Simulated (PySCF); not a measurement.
A structure optimised at r2SCAN-D4/def2-SVP, used in a PySCF frequency run:

```
C
C 1 1.3284
F 2 1.3418 1 121.90
H 2 1.0978 1 126.46 3 180.00
C 1 1.5304 2 129.46 4 0.00
H 5 1.1102 1 112.67 2 60.94
H 5 1.1102 6 107.52 1 124.75
N 5 1.4690 6 113.67 7 126.74
H 8 1.0106 5 122.17 6 -61.72
Si 8 1.7374 9 140.56 5 180.00
H 10 1.4985 8 117.91 9 -64.98
H 10 1.4985 11 106.41 8 -135.08
```

### Question
Write its SMILES, formula and point group.

### Answer
F/C=C1/CN[SiH2]1, C₃H₆FNSi, Cs

### Question
What are its rotational constants (standard atomic weights)?

### Answer
5.7902, 1.9603, 1.5039 GHz
